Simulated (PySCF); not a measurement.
**NMR data sheet: C6H5NO2**

* Formula: C6H5NO2
* SMILES: O=C(O)c1ccncc1
* InChI: InChI=1S/C6H5NO2/c8-6(9)5-1-3-7-4-2-5/h1-4H,(H,8,9)
* Point group of the computed structure: C1
* Degrees of unsaturation: 5
* Carbon signals: 4
* Proton signals: 3

Atom-mapped SMILES (the numbers label the heavy atoms): `[O:1]=[C:2]([OH:3])[c:4]1[cH:5][cH:6][n:7][cH:8][cH:9]1`. Each H is labelled by its parent atom.

[PySCF 2.14.0 with density-fitted response routines: shieldings: GIAO KT3/pcSseg-1; B3LYP/pcJ-1 coupling constants (without the spin–dipole term); structure optimised with PBE0-D3(BJ)/def2-SVP; fast rotation and ring inversion assumed for equivalent nuclei; no solvent; one computed conformer; relativity neglected]

References, each an isolated molecule treated in the same way: 1H (σ = 31.32 ppm), 13C (σ = 182.31 ppm) against TMS; NH3 for 15N (σ = 262.01 ppm); H2O for 17O (σ = 329.03 ppm).

| carbon | δC, type | δH (multiplicity, J in Hz) | HMBC from (abs. J ≥ 3 Hz) | span of the C tensor (ppm) |
| --- | --- | --- | --- | --- |
| C2 | 155.8, C | – | H(C5)/H(C9) | 137 |
| C4 | 125.8, C | – | H(C6)/H(C8) | 198 |
| C5/C9 | 116.7, CH | 7.55 (dd, 5.7, 1.0) | H(C6)/H(C8), H(C5)/H(C9) | 203 |
| C6/C8 | 143.6, CH | 8.70 (dd, 5.7, 1.0) | H(C6)/H(C8), H(C5)/H(C9) | 200 |

Other nuclei:
```
atoms  nucleus                          environment  δ (ppm)  σ (ppm)
H(O3)       1H  hydrogen on an acid hydroxyl oxygen     5.70    25.62
   N7      15N          pyridine-type ring nitrogen    346.8    -84.8
   O1      17O                      carbonyl oxygen    388.4    -59.4
   O3      17O                 acid hydroxyl oxygen    198.6    130.4
```

Selected couplings (Hz, signed; the shortest-range and largest first, 30 at most; isotopes 13C, 1H, 15N): 1J(C6,H(C6)) 189.3, 1J(C5,H(C5)) 175.9, 2J(N7,H(C6)) -12.8, 3J(H(C5),H(C6)) 5.7, 3J(N7,H(C5)) -1.3.

1. Carbon types of the structure: 2 × C, 4 × CH, leaving 1 H on heteroatoms.
2. δC 155.8: carboxylic acid carbon; it is a carbonyl in resonance with an O or N lone pair, the region of acids, esters and amides.
3. δC 143.6: aromatic CH next to a ring nitrogen; the adjacent pyridine-type nitrogen withdraws density from it.
4. δC 125.8: substituted aromatic carbon.
5. δC 116.7: aromatic CH.
6. δH 8.70: hydrogen on an aromatic CH next to a ring nitrogen; ring current plus the neighbouring ring nitrogen.
7. The protons at 7.55 and 8.70 share a coupling of 5.7 Hz (vicinal, an ortho-type coupling).

Exchangeable OH/NH protons stand at their gas-phase positions; hydrogen bonding in a real sample shifts them, mostly to higher δ. Splittings below 1 Hz are ignored in the labels, and close J values are merged. Couplings among chemically equivalent protons are left out too, so labels in AA′BB′ or AA′XX′ sets are apparent multiplicities. Unscaled 3J(H,H) at this level run about 10 % above measured values. Shifts are as computed, not scaled to solution data. Of 1211 compounds with measured shifts, 218 miss one by over three times the rms of a fit or turn the order of signals round; such compounds aren't used in these exercises. In solution the two oxygens of a carboxylic acid exchange roles by proton transfer and give one 17O line. Hydrogen bonding in solution shields acid and N–H amide carbonyl oxygens by tens of ppm. Hydrogen bonding in solution deshields acid and N–H amide carbonyl carbons by as much as 10 ppm beyond these values. Unscaled 17O shifts of doubly bonded oxygen tend to come out too high, by tens of ppm or more. Experimental scales use liquid or dissolved standards, which lie at an offset from isolated NH3 (liquid NH3: subtract about 20 ppm) and H2O (liquid H2O: subtract about 36 ppm). Unscaled 15N shifts of sp2 nitrogen come out 20 to 40 ppm too high even then.
